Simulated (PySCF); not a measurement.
Start geometry of `ClCBr` (bromochloromethane) from GFN2-xTB (Å):
```
atom  x, y, z in Å
Cl1   -1.3553    1.0502   -0.0242
C2    -0.0595   -0.1610    0.0022
Br3    1.7057    0.6416   -0.0375
H4    -0.1336   -0.7366    0.9223
H5    -0.1487   -0.7913   -0.8800
```

Task: What comes out of this run: PySCF 2.14.0, PBE0-D3(BJ)/def2-TZVP geometry optimisation, gas phase?

Result: 
```
atom  x, y, z in Å
Cl1   -1.1597   -1.2470    0.0404
C2     0.1505   -0.0781   -0.0027
Br3   -0.4619    1.7510   -0.0493
H4     0.7495   -0.1925    0.8943
H5     0.7356   -0.2430   -0.9010
```

The energy falls by 0.13 kcal/mol over 5 energy and gradient evaluations, the largest force component goes from 0.0061 to 3.9e-04 Eh/bohr, and the atoms move by 0.010 Å rms after alignment. The bond that changes most is Cl1–C2 (alkyl chlorine to sp3 C–Cl carbon), which shortens by 0.018 Å. Bonds longer at the end by more than 0.005 Å: 0 of 4; shorter: 2. Rotational constants go from 28998, 2113, 1995 to 29888, 2124, 2009 MHz. The orientation of the end geometry is arbitrary; only internal coordinates are fixed.

The run used 128 basis functions and 35 SCF cycles in all. Hardware: an Intel Xeon Platinum 8488C with one thread, shared host. Cost: 19 s, 0.59 GiB resident at most.

Not checked by PBE0-D3(BJ)/def2-TZVP frequencies.
